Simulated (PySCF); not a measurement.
# Exercise with solution: chemical shift, span and skew from a shielding tensor

Si(F)3(Me) (CH₃F₃Si), SMILES [Si](F)(C)(F)F. Atoms are numbered in the order given.

```xyz
8

C      0.0000     0.0000     1.8048
Si     0.0000     0.0000    -0.0300
F     -1.2924    -0.7462    -0.6288
F      1.2924    -0.7462    -0.6288
F      0.0000     1.4924    -0.6288
H     -0.8929     0.5155     2.1900
H      0.8929     0.5155     2.1900
H      0.0000    -1.0310     2.1900
```

Geometry: ωB97X-D3(BJ)/def2-SVP.

GIAO shieldings from KT2/pcSseg-1 run with PySCF, non-relativistic, no solvent. The symmetric part of the tensor of C1 has the principal values 188.7, 188.7, 196.4 ppm. The same nucleus in TMS has σ = 185.1 ppm at this level (PySCF, at its B3LYP-D3(BJ)/def2-TZVP geometry).

Problem. Work out the isotropic shielding, the ¹³C shift against TMS, the span and the skew.

Solution. 
σ(iso) = (σ11 + σ22 + σ33)/3 = 191.3 ppm. δ = σ(ref) − σ(iso) = 185.1 − (191.3) = -6.2 ppm.
Span Ω = σ33 − σ11 = 7.7 ppm. Skew κ = 3(σ(iso) − σ22)/Ω = 1.00, an axial tensor. Tumbling in solution averages the tensor to δ; in a static solid the shielding alone would spread this spin-1/2 line over Ω.
